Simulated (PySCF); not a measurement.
**How methods differ on the ionisation energy of Bi⁸¹⁺**

Bi⁸¹⁺ 1s2 (1S) → Bi⁸²⁺ 1s1 (2S), as a difference of total energies. Calculation: PySCF 2.14, in an uncontracted even-tempered set (16 s from 270 bohr⁻², ratio 2.2; 7 p from 410 bohr⁻², ratio 2.4; 4 d from 1200 bohr⁻², ratio 2.4; 3 f from 1800 bohr⁻², ratio 2.4; 3 g from 2800 bohr⁻², ratio 2.4); the spin-free X2C one-electron Hamiltonian (Gaussian nucleus). Correlated levels: nothing frozen; virtual orbitals above 40 to 60 times the deepest correlated orbital energy dropped. The calculations carry no spin-orbit coupling.

```csv
method,ionisation energy (eV),difference from reference (eV)
UHF,102539.1,+287.3
MP2 (all electrons),102541.4,+289.6
SCS-MP2 (all electrons),102541.9,+290.1
CCSD (all electrons),102541.4,+289.6
```

Reference: 102251.8 ± 0.4 eV (theoretical estimate listed by NIST; NIST Atomic Spectra Database, ionization energies).

For this ion Breit and QED terms and the two-electron picture change, all absent here, outweigh the differences among the correlated methods.

With two correlated electrons CCSD is exact in that space.
